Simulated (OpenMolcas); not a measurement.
Rh5+ among 6 point charges of -1.7 e arranged as a trigonal antiprism (D3d), with a polar angle of 60.8° against the regular 54.74°.

```yaml
Program: OpenMolcas
Method: CASSCF
Basis: ANO-RCC-VDZP [6s5p3d1f]
Scalar_Hamiltonian: DKH2, point nucleus
Active_space: 4 electrons in 5 orbitals (4d)
State_averaging: 2S+1 = 5 even, 5 roots; 2S+1 = 3 even, 45 roots; 2S+1 = 1 even, 50 roots
Spin-orbit_coupling: RASSI with atomic mean-field integrals over the reference wave functions
```

All point charges move together. At R = 1.87 Å the first state of the same spin is 7181 cm-1, and at R = 2.06 Å it is 4846 cm-1.

Problem. A third run gives 10226 cm-1. What distance was it run at?

Solution. With a power law R^-n the two known points give n = -ln(4846 / 7181) / ln(2.06 / 1.87) = 4.06. Then R = 1.87 × (7181 / 10226)^(1/4.06) = 1.714 Å. The run was at 1.72 Å, so the estimate is off by -0.006 Å.

An orbital doublet at a regular site is open to a Jahn-Teller distortion, which this geometry leaves out. Without dynamic correlation the repulsion within the d shell is too large (B by tens of per cent), so at a given field states of lower spin stand too high. Point charges give a weaker field than real ligands, and real ions of this kind are as a rule low spin; the high spin found here belongs to the model. This shell can be high or low spin here, a state of another spin lies low, and with metal d orbitals alone active their balance is uncertain, so the ground spin may be wrong (holds for R = 1.72). Point charges carry no covalency, so the field is a model and not that of real ligands. No measured value stands beside these numbers.
